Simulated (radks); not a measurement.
Species: the mercury ion Hg2+. Configuration: [Xe] 4f14 5d10 (the NIST ground configuration). Calculated with a radial shooting solver on a logarithmic mesh with Libxc functionals: scalar-relativistic Kohn-Sham, r2SCAN, spin-polarised, spherical densities, finite nucleus; meta-GGA in the generalised Kohn-Sham scheme; Fermi nuclear charge, rms radius 5.4648 fm; hard spherical wall at 5 bohr.

Unscreened Slater integrals over Kohn-Sham orbitals (hartree). They are taken over the spin-up orbitals. Empty in this configuration: 6s.

integral,value
"F0(5d,5d)",0.63286
"F2(5d,5d)",0.32771
"F4(5d,5d)",0.21694
"F0(5d,5p)",0.72048
"F2(5d,5p)",0.35667
"G1(5d,5p)",0.43011
"G3(5d,5p)",0.26617
"F0(5d,4f)",0.82181
"F2(5d,4f)",0.19013
"F4(5d,4f)",0.087980
"G1(5d,4f)",0.059142
"G3(5d,4f)",0.056899
"G5(5d,4f)",0.045873
"F0(5d,5s)",0.74985
"G2(5d,5s)",0.28233
"F0(5d,6s)",0.45849
"G2(5d,6s)",0.10988
"F0(5p,5p)",0.86357
"F2(5p,5p)",0.46541
"F0(5p,4f)",1.0665
"F2(5p,4f)",0.32817
"G2(5p,4f)",0.12031
"G4(5p,4f)",0.10289
"F0(5p,5s)",0.91972
"G1(5p,5s)",0.61330
"F0(5p,6s)",0.48274
"G1(5p,6s)",0.038463
"F0(4f,4f)",1.8937
"F2(4f,4f)",0.94564
"F4(4f,4f)",0.60339
"F6(4f,4f)",0.43712
"F0(4f,5s)",1.1948
"G3(4f,5s)",0.15804
"F0(4f,6s)",0.51435
"G3(4f,6s)",0.015130
"F0(5s,5s)",0.99207
"F0(5s,6s)",0.49043
"G0(5s,6s)",0.021716
"F0(6s,6s)",0.39419
